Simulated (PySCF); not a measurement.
boroxine (H3B3O3), singlet, geometry from GFN2-xTB. Base run: B3LYP/def2-SV(P) in PySCF.

Geometry (Å):
```xyz
9

B     -0.6264     1.1830     0.2460
O     -1.3395     0.0249     0.2297
B     -0.7148    -1.1581    -0.0160
O      0.6256    -1.1815    -0.2457
B      1.3412    -0.0249    -0.2300
O      0.7139     1.1566     0.0160
H     -1.1649     2.1999     0.4575
H     -1.3292    -2.1536    -0.0298
H      2.4941    -0.0463    -0.4277
```
Charge 0, spin multiplicity 1.
All else is at PySCF's defaults.
Base energy -302.08854 Eh.

Each row names what was changed in the base input (with any setting that the change needs).

```csv
change,ΔE vs base (mEh),SCF cycles,outcome
base,0.000,8,converged
solver = newton; init_guess = 1e,0.000,-,converged
init_guess = sap,0.000,8,converged
conv_tol = 1e-12,0.000,12,converged
diis = off; damp = 0.6 (with mf.diis_start_cycle = 200; with mf.max_cycle = 150),0.000,19,converged
diis = off (with mf.max_cycle = 100),-,100,not converged
conv_tol = 1e-7,0.000,7,converged
conv_tol = 1e-4,0.000,5,converged
conv_tol_grad = 1e-3,0.000,8,converged
damp = 0.5; diis_start_cycle = 5,0.000,9,converged
diis_space = 2,0.000,14,converged
diis_space = 12,0.000,8,converged
diis_space = 4,0.000,8,converged
```
